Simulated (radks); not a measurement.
Ionisation of neutral zinc, [Ar] 3d10 4s2, to [Ar] 3d10 4s1 as the strength of local exchange is varied. All-electron calculation, scalar-relativistic Kohn-Sham, Slater X-alpha exchange (alpha = 2/3 is LDA exchange), no correlation, spin-polarised, spherical densities, point nucleus. Program: a radial shooting solver on a logarithmic mesh with Libxc functionals.

| alpha | E(Zn) (hartree) | exchange (hartree) | IE (eV) | -e of the level emptied (eV) | <r> of it (bohr) |
|---|---|---|---|---|---|
| 0.565 | -1780.61472 | -55.63591 | 8.023 | 4.538 (4s) | 2.760 |
| 0.667 | -1790.69768 | -66.08293 | 8.669 | 5.194 (4s) | 2.685 |
| 0.694 | -1793.37702 | -68.86873 | 8.844 | 5.374 (4s) | 2.666 |
| 0.823 | -1806.23774 | -82.29605 | 9.699 | 6.264 (4s) | 2.580 |
| 0.892 | -1813.15699 | -89.55751 | 10.170 | 6.761 (4s) | 2.536 |
| 1.002 | -1824.24551 | -101.24761 | 10.940 | 7.585 (4s) | 2.470 |

NIST Atomic Spectra Database: 9.394 eV (measured). The Delta-SCF value meets it near alpha = 0.78.
